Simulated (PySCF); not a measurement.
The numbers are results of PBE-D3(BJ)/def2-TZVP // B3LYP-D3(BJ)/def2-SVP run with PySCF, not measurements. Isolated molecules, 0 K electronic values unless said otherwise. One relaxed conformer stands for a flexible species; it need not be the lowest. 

Reference species (SMILES): `[CH3][Sn]([CH3])([CH3])[CH3]` (neutral, multiplicity 1).

```yaml
LUMO: -0.25 eV
S1 oscillator strength: 0.057
HOMO: -6.46 eV
```

Changed species: `[CH3][Sn]([CH3])([CH2]C)[CH3]` (C–C–Sn–C torsion 60°) (1 of 4 CH3 replaced by C2H5; the reference has 0 of 4 CH3 replaced by C2H5).

### Question
What does the change do to the LUMO, S1 oscillator strength and HOMO?

### Answer
the LUMO drops by 0.02 eV, to -0.27 eV; the S1 oscillator strength decreases by 0.024, to 0.033; the HOMO rises by 0.43 eV, to -6.03 eV.
